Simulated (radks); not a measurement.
Te, configuration [Kr] 4d9.5 5s2 5p4.5 (fractional occupations, a model configuration).

Method: Dirac Kohn-Sham, PBE, spin-unpolarised, spherical densities, point nucleus; open shells are shared between the two j in proportion to 2j + 1; computed with a radial shooting solver on a logarithmic mesh with Libxc functionals.

Energy parts (eV):
| part | energy |
|---|---|
| total | -184931.977 |
| kinetic | 195587.738 |
| electron-nucleus | -449080.387 |
| Hartree | 73345.507 |
| exchange-correlation | -4784.835 |

Orbitals (lengths in bohr, moments of r in powers of bohr; <r^-3> diverges for s and p1/2):
| orbital | occ. | eigenvalue (eV) | <r^-3> | <r> |
|---|---|---|---|---|
| 1s1/2 | 2 | -31611.17 | - | 0.02781 |
| 2s1/2 | 2 | -4849.874 | - | 0.1194 |
| 2p1/2 | 2 | -4544.057 | - | 0.1008 |
| 2p3/2 | 4 | -4269.573 | 4906 | 0.1064 |
| 3s1/2 | 2 | -968.6310 | - | 0.3218 |
| 3p1/2 | 2 | -842.9488 | - | 0.3122 |
| 3p3/2 | 4 | -791.7785 | 933.9 | 0.3236 |
| 3d3/2 | 4 | -570.2118 | 148.6 | 0.2946 |
| 3d5/2 | 6 | -559.5107 | 137.8 | 0.2982 |
| 4s1/2 | 2 | -167.9089 | - | 0.7628 |
| 4p1/2 | 2 | -124.6139 | - | 0.7988 |
| 4p3/2 | 4 | -114.8234 | 178.9 | 0.8270 |
| 4d3/2 | 3.8 | -45.6011 | 21.29 | 0.9544 |
| 4d5/2 | 5.7 | -44.1016 | 19.56 | 0.9662 |
| 5s1/2 | 2 | -16.0210 | - | 2.046 |
| 5p1/2 | 1.5 | -7.0821 | - | 2.505 |
| 5p3/2 | 3 | -6.2191 | 15.48 | 2.631 |

The highest occupied level is 5p3/2 at -6.219 eV. Summed over all electrons, <r^2> = 62.76 bohr^2, which gives a Langevin (diamagnetic) susceptibility term of -49.7 x 10^-6 cm^3/mol.
